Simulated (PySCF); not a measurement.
difluoro(fluoromethyl)silane (CH3F3Si), SMILES FC[SiH](F)F.

Geometry optimised at PBE-D3(BJ)/def2-SVP. Other conformers were not sampled.

Method: PBE-D3(BJ)/def2-SVP in PySCF 2.14.0.

Frequencies are harmonic and unscaled.

```csv
mode,ν (cm⁻¹),IR (km/mol),moving atoms (share of kinetic energy)
1,68,2.7,"F 77 %, H 14 %, C 9 %"
2,131,3.0,F 91 %
3,195,0.0,"F 40 %, H 31 %, C 18 %, Si 10 %"
4,297,21.6,"F 76 %, Si 16 %"
5,440,64.2,"Si 53 %, F 31 %, C 12 %"
6,600,8.0,"C 45 %, H 36 %, F 10 %, Si 9 %"
7,698,3.2,"H 74 %, C 23 %"
8,795,31.2,"H 51 %, F 38 %, Si 9 %"
9,817,4.8,"H 71 %, F 22 %"
10,895,200.2,"Si 41 %, F 28 %, H 25 %"
11,962,192.2,"Si 48 %, F 35 %, H 14 %"
12,1061,70.4,"C 49 %, F 41 %, H 9 %"
13,1200,4.7,H 91 %
14,1272,5.5,"H 72 %, C 27 %"
15,1396,4.6,H 93 %
16,2217,124.2,H 97 %
17,2932,16.4,H 95 %
18,2986,16.6,"H 90 %, C 10 %"
```
